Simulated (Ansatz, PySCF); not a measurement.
Reaction (SMILES): C=C[Si](O)(O)O + C (CH4) + 3 [SiH4] (SiH4) → C=C (C2H4) [ethene] + C[SiH3] + 3 O[SiH3] [hydroxysilane]
Geometries: B3LYP-D3(BJ)/def2-TZVP minima from Ansatz (an electronic-structure program), one conformer each, not searched for the lowest.
Geometry of the first species:
```
Si
O 1 1.6377
H 2 0.9611 1 117.51
O 1 1.6413 2 107.22 3 -41.25
H 4 0.9604 1 117.47 2 156.69
O 1 1.6481 2 114.07 3 74.78
H 6 0.9603 1 117.82 2 60.03
C 1 1.8493 2 105.74 3 -163.41
C 8 1.3318 1 123.73 2 -136.78
H 9 1.0849 8 122.38 1 -179.07
H 9 1.0850 10 115.91 8 -179.69
H 8 1.0874 9 118.09 10 0.04
```
Charge 0, spin multiplicity 1.

Wanted: bond separation energy (0 K, with B3LYP-D3(BJ) harmonic zero-point energies from PySCF), in kJ/mol. Valence correlation only, unless marked. Spin-orbit coupling is left out. No relativistic terms. CBS marks a two-point X^-3 extrapolation of the correlation energy; Hartree-Fock from the larger set. The bracket is a focal-point correction in the basis named.

```tsv
level	program	bond separation energy (kJ/mol)
r2SCAN/def2-TZVPD	Ansatz	(withheld)
B3LYP-D4/def2-TZVPD	Ansatz + dftd4	97.3
PBE0-D4/def2-TZVPD	Ansatz + dftd4	97.7
HSE06-D3(BJ)/def2-TZVPD	Ansatz + dftd3	95.2
LC-wPBE-D4/def2-TZVPD	Ansatz + dftd4	(withheld)
PBE-QIDH/def2-TZVPD	Ansatz	94.2
SCS-MP2/6-31G	Ansatz	135.7
SCS-MP2/cc-pV(D+d)Z	Ansatz	102.7
RI-MP2/CBS(cc-pV(T+d)Z,cc-pV(Q+d)Z)+[CCSD(T)-MP2]/cc-pV(T+d)Z	Ansatz	94.3
```

Q: Fill in the missing entries.

A: 
- r2SCAN/def2-TZVPD, bond separation energy (kJ/mol): 98.8
- LC-wPBE-D4/def2-TZVPD, bond separation energy (kJ/mol): 98.1
